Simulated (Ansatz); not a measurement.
Process, species as SMILES: Br[Si](Br)(Cl)Br -> Br[Si](Cl)Br + Br atom (the Br-Si bond breaks)

Wanted: bond dissociation energy (electronic), in kcal/mol. Conventions: non-relativistic; 6-31G* and kin with 6d, 5d where marked; open shells spin-unrestricted; spin-orbit terms left out; no dispersion term unless named; valence correlation only (noble-gas shells and the d and f shells of earlier blocks). First-principles rows: single points at B3LYP-D3(BJ) geometries (Ansatz, a first-principles code).

| species | coefficient | E at MP2/6-31G* (Ansatz), Eh | E at PBE/def2-TZVPD (Ansatz), Eh |
|---|---|---|---|
| Cl[Si](Br)(Br)Br | -1 | -8465.46301 | -8470.89326 |
| Cl[Si](Br)Br | +1 | -5893.14299 | -5897.03158 |
| Br atom | +1 | -2572.18061 | -2573.72119 |

 1 Eh = 627.5095 kcal/mol.

Question: Compute it at each level from the table.

Answer: 
- MP2/6-31G*: the sum of coefficient times E is 0.13941 Eh, or 87.48 kcal/mol. Result: 87.5 kcal/mol.
- PBE/def2-TZVPD: the sum of coefficient times E is 0.14049 Eh, or 88.16 kcal/mol. Result: 88.2 kcal/mol.
